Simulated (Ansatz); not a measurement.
Saddle point of GeH5Cl, singlet (GeH₄ + HCl → GeH₃Cl ([Cl][GeH3]) + H₂; bonds formed: Ge1–Cl7, H2–H6; bonds broken: Ge1–H2, H6–Cl7), PBE0-D4/def2-TZVP structure:

```
atom    x (Å)    y (Å)    z (Å)
 Ge1  -0.3780   0.4638  -0.1303
  H2   0.1116  -0.7254   1.1744
  H3  -1.2079  -0.1229  -1.2639
  H4  -1.3442   0.8771   1.0141
  H5   0.6049   1.6039  -0.3586
  H6   0.6785  -0.9972   0.5514
 Cl7   1.5352  -1.0994  -0.9870
```

Energies are electronic, without zero-point energy. Barriers and step energies count from the start structure reached by relaxing down the imaginary mode; all methods use the PBE0-D4 structures, on which another method's saddle can fall below an end. Program: Ansatz 0.2.0. Basis: def2-TZVPP, with def2-QZVPP for the basis limit. Cores are frozen in the correlated methods. Filled d shells of the heavier atoms are correlated. The def2 sets are not built for correlating such inner shells, so the correlated values are less sure here. B3LYP uses VWN-RPA correlation. Extrapolation: Hartree–Fock as exp(−7.88 √X), correlation as X^−2.97.

| method | barrier (kcal/mol) | step energy (kcal/mol) |
| --- | --- | --- |
| SPW92 | 31.75 | -8.07 |
| PBE-D4 | ? | -10.94 |
| BLYP-D4 | 38.05 | -11.44 |
| r2SCAN-D4 | 38.00 | -11.87 |
| B97M-V | 41.63 | -10.45 |
| PBE0-D4 | 38.88 | -11.03 |
| B3LYP-D4 | 40.72 | -11.30 |
| r2SCAN0-D4 | ? | -11.73 |
| BHLYP-D4 | 44.22 | -11.64 |
| CAM-B3LYP-D4 | 43.39 | -10.30 |
| wB97X-V | 43.23 | -11.52 |
| wB97M-V | 42.18 | -11.55 |
| B2PLYP | 43.03 | -11.32 |
| PBE-QIDH | ? | -11.57 |
| RPA on PBE | 45.92 | -10.09 |
| HF | 52.93 | -11.84 |
| MP2 | 43.88 | -12.30 |
| CCSD | 47.32 | -10.07 |
| CCSD(T) | 45.43 | -10.45 |

(1) Fill in the withheld barriers. (An estimate is asked for; the value comes from the calculation.)

The T1 diagnostic stays at or below 0.012.

Results:

(1) The calculation gives: PBE-D4 35.43; PBE-QIDH 42.19; r2SCAN0-D4 40.34 kcal/mol. Each is the energy of the saddle less that of the start structure, by the same method.

For comparison, the barrier by CCSD(T) at an estimated basis limit (MP2 extrapolated from triple and quadruple zeta, plus CCSD(T) − MP2 in triple zeta) is 43.62 kcal/mol.

Labels in which every atom is bracketed show which atoms are joined, not bond orders.

For scale, one of the runs: CCSD(T)/def2-TZVPP, 160 basis functions, launched by `ansatz run in.yaml --threads 2 --pin off --events-out ev --progress --plain --max-ram 4352MiB`. Time: 22 s of wall clock on 2 CPU threads of an Arm Neoverse V2; the host was shared. Peak host memory: 1.1 GiB.
